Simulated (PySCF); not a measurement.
CF₃, SMILES F[C](F)F, multiplicity 2. Atoms are numbered in the order given.

```xyz
4

F     -1.0899    -0.6293    -0.0731
C      0.0000     0.0000     0.3291
F      1.0899    -0.6293    -0.0731
F      0.0000     1.2586    -0.0731
```
Charge 0, spin multiplicity 2.

Coordinates come from a r2SCAN-D4/def2-TZVP optimisation. The isomer is the one that the SMILES or the coordinates give; other isomers of the formula were not compared.

Method: B3LYP/pcH-1 in PySCF.

Unrestricted Kohn–Sham, ⟨S²⟩ = 0.752. Hyperfine tensors hold the contact and dipolar terms, without spin-orbit corrections.

Computed hyperfine couplings:
```
nucleus    A(iso) (MHz)  A(iso) (G)  dipolar principal values (MHz)
---------  ------------  ----------  ------------------------------
19F no. 1         381.7       136.2           -220.3, -209.7, 430.0
13C no. 2         761.0       271.5             -69.5, -69.5, 139.0
19F no. 3         381.7       136.2           -220.3, -209.7, 430.0
19F no. 4         381.7       136.2           -220.3, -209.7, 430.0
```

And the g tensor (effective nuclear charges for spin-orbit coupling, GIAO)? (The exact figures need the calculation; the answer reports its results.)

principal values 2.0017, 2.0045, 2.0045; isotropic 2.0035.
